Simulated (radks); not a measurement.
Values are calculated unless marked as measured or tabulated.
Effect of the nuclear size on the cadmium ion Cd+, [Kr] 4d10 5s1. Level of theory: Dirac Kohn-Sham, relativistic LDA (MacDonald-Vosko exchange, VWN5 correlation), spin-unpolarised, spherical densities, finite nucleus; Fermi nuclear charge, rms radius 4.6087 fm (a radial shooting solver on a logarithmic mesh with Libxc functionals). The rms radius is varied about that value; shifts are against it.

rms radius (fm)	total energy shift (eV)	density at nucleus (e/bohr^3)	1s1/2 shift (meV)	2s1/2 shift (meV)	4s1/2 shift (meV)	4p1/2 shift (meV)	5s1/2 shift (meV)
4.0695	-0.707	1.605e+05	-296	-33.4	-1.21	0.076	-0.099
4.3967	-0.287	1.588e+05	-120	-13.5	-0.491	0.031	-0.040
4.6087	0	1.577e+05	0.000	0.000	0.000	0.000	0.000
5.0143	0.581	1.559e+05	243	27.4	0.995	-0.063	0.082
5.7332	1.71	1.529e+05	717	80.9	2.93	-0.184	0.241

Slopes of the eigenvalues against <r^2> in GHz/fm^2, as finite differences over the two radii next to the reference (eigenvalue slopes, not the field-shift constants of lines): 1s1/2 15100, 2s1/2 1700, 4s1/2 61.8, 4p1/2 -3.89, 5s1/2 5.08.
